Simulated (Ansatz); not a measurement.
`O=C=N[Si](Cl)(Cl)Cl` + `CC(C)N` → `CC(C)N[Si](Cl)(Cl)Cl` + `N=C=O`  (ligand exchange at the Si–N bond)

Computed with Ansatz on PBE0-D4/def2-TZVP structures; ΔE is electronic, products minus reactants. CBS: MP2 limit from def2 TZ/QZ plus the TZ coupled-cluster correction, frozen cores. This one scheme is used for every species. Functionals use def2-TZVPP. B3LYP here is the variant with VWN-RPA as its local correlation; programs differ in this. Each species was taken in one conformer, which may not be the lowest.

**Question.** Is it downhill or uphill in electronic energy at CCSD(T)/CBS, and by how much? (Estimate.)

**Answer.** The calculation gave: Uphill: ΔE = +14.6 kJ/mol.

**Question.** What do these levels give: BLYP-D4, B3LYP, SCS-MP2/def2-TZVPP, CCSD/def2-TZVPP, HF/def2-QZVPP, HF/CBS(def2)? (Best estimate.)

**Answer.** Ansatz gave: BLYP-D4 11.0, B3LYP 22.9, SCS-MP2/def2-TZVPP 18.6, CCSD/def2-TZVPP 17.6, HF/def2-QZVPP 31.0, HF/CBS(def2) 31.1 kJ/mol.

Largest T1 diagnostic among the species: 0.018.

The D4 term adds −9.6 kJ/mol with B3LYP and −6.1 kJ/mol with PBE0; it sums over pairs of atoms, weighted by their polarisabilities, and B3LYP, whose exchange is more repulsive, gets the larger term. Leaving LDA and LC-ωPBE aside and taking each functional with its dispersion term where it has one, the values, not all of them listed here, spread over 9.4 kJ/mol, from PBE-D4 to B2PLYP. LDA lies −8.0 kJ/mol from PBE without D4. In def2-TZVPP, CCSD(T) changes the Hartree–Fock value by −15.5 kJ/mol (the triples alone add −2.5 kJ/mol) and MP2 by −14.3 kJ/mol.
